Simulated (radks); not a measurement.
Sm+, 61 electrons, occupied as [Xe] 4f6 6s1 (the NIST ground configuration).

All-electron calculation, Dirac Kohn-Sham, PBE, spin-unpolarised, spherical densities, point nucleus; open shells fill j = l - 1/2 first. Program: a radial shooting solver on a logarithmic mesh with Libxc functionals.

Energy parts (eV):
total: -283933.27
kinetic: 307909.55
electron-nucleus: -695411.66
Hartree: 109997.69
exchange-correlation: -6428.85

Orbitals (lengths in bohr, moments of r in powers of bohr):
orbital  occ.  eigenvalue (eV)      <r^4>  small-component weight
1s1/2       2        -46639.60  1.317e-06                5.31e-02
2s1/2       2        -7622.308  0.0002113                1.17e-02
2p1/2       2        -7224.614  0.0001315                1.17e-02
2p3/2       4        -6621.737  0.0001696                1.09e-02
3s1/2       2        -1674.312   0.008327                3.66e-03
3p1/2       2        -1503.298   0.007628                3.60e-03
3p3/2       4        -1381.223   0.009233                3.38e-03
3d3/2       4        -1084.897   0.006798                3.26e-03
3d5/2       6        -1058.386   0.007213                3.19e-03
4s1/2       2        -337.3346     0.2090                1.15e-03
4p1/2       2        -271.7923     0.2407                1.08e-03
4p3/2       4        -245.0178     0.2910                9.98e-04
4d3/2       4        -137.2434     0.4317                8.38e-04
4d5/2       6        -132.4634     0.4594                8.17e-04
4f5/2       6          -8.6566      6.779                4.36e-04
4f7/2       0          -8.1186      7.657                4.26e-04
5s1/2       2         -49.2746      7.483                2.39e-04
5p1/2       2         -31.7807      12.99                1.87e-04
5p3/2       4         -28.2558      16.49                1.67e-04
6s1/2       1          -8.4086      444.0                3.20e-05

The highest occupied level is 6s1/2 at -8.409 eV. Summed over all electrons, <r^2> = 58.63 bohr^2, which gives a Langevin (diamagnetic) susceptibility term of -46.4 x 10^-6 cm^3/mol.
